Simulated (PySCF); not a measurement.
A calculated (LDA, PySCF 2.14, ANO-RCC-VTZP, the spin-free X2C one-electron Hamiltonian (Gaussian nucleus)) atom or ion has these occupied shells.

```json
{"shell": "1s α", "electrons": "1", "orbital energy (eV)": "-41684.3", "rms radius, mean of both spins (bohr)": "0.0275"}
{"shell": "1s β", "electrons": "1", "orbital energy (eV)": "-41684.3", "rms radius, mean of both spins (bohr)": "0.0275"}
{"shell": "2s α", "electrons": "1", "orbital energy (eV)": "-6725.4", "rms radius, mean of both spins (bohr)": "0.112"}
{"shell": "2s β", "electrons": "1", "orbital energy (eV)": "-6725.3", "rms radius, mean of both spins (bohr)": "0.112"}
{"shell": "2p α", "electrons": "3", "orbital energy (eV)": "-6031.9", "rms radius, mean of both spins (bohr)": "0.0997"}
{"shell": "2p β", "electrons": "3", "orbital energy (eV)": "-6031.8", "rms radius, mean of both spins (bohr)": "0.0997"}
{"shell": "3s α", "electrons": "1", "orbital energy (eV)": "-1468.0", "rms radius, mean of both spins (bohr)": "0.291"}
{"shell": "3s β", "electrons": "1", "orbital energy (eV)": "-1467.4", "rms radius, mean of both spins (bohr)": "0.291"}
{"shell": "3p α", "electrons": "3", "orbital energy (eV)": "-1247.4", "rms radius, mean of both spins (bohr)": "0.291"}
{"shell": "3p β", "electrons": "3", "orbital energy (eV)": "-1246.8", "rms radius, mean of both spins (bohr)": "0.291"}
{"shell": "3d α", "electrons": "5", "orbital energy (eV)": "-932.50", "rms radius, mean of both spins (bohr)": "0.269"}
{"shell": "3d β", "electrons": "5", "orbital energy (eV)": "-932.03", "rms radius, mean of both spins (bohr)": "0.269"}
{"shell": "4s α", "electrons": "1", "orbital energy (eV)": "-308.02", "rms radius, mean of both spins (bohr)": "0.661"}
{"shell": "4s β", "electrons": "1", "orbital energy (eV)": "-306.48", "rms radius, mean of both spins (bohr)": "0.661"}
{"shell": "4p α", "electrons": "3", "orbital energy (eV)": "-235.45", "rms radius, mean of both spins (bohr)": "0.701"}
{"shell": "4p β", "electrons": "3", "orbital energy (eV)": "-233.90", "rms radius, mean of both spins (bohr)": "0.701"}
{"shell": "4d α", "electrons": "5", "orbital energy (eV)": "-130.60", "rms radius, mean of both spins (bohr)": "0.780"}
{"shell": "4d β", "electrons": "5", "orbital energy (eV)": "-129.06", "rms radius, mean of both spins (bohr)": "0.780"}
{"shell": "5s α", "electrons": "1", "orbital energy (eV)": "-55.776", "rms radius, mean of both spins (bohr)": "1.57"}
{"shell": "5s β", "electrons": "1", "orbital energy (eV)": "-54.588", "rms radius, mean of both spins (bohr)": "1.57"}
{"shell": "5p α", "electrons": "3", "orbital energy (eV)": "-37.503", "rms radius, mean of both spins (bohr)": "1.81"}
{"shell": "5p β", "electrons": "3", "orbital energy (eV)": "-36.424", "rms radius, mean of both spins (bohr)": "1.81"}
{"shell": "4f α", "electrons": "2", "orbital energy (eV)": "-20.399", "rms radius, mean of both spins (bohr)": "1.18"}
{"shell": "5d α", "electrons": "1", "orbital energy (eV)": "-15.563", "rms radius, mean of both spins (bohr)": "2.72"}
```

Question: Name the element and its charge.

Answer: Pr²⁺ (praseodymium, charge +2), in [Xe] 4f2 5d1, one real determinant (an excited configuration).
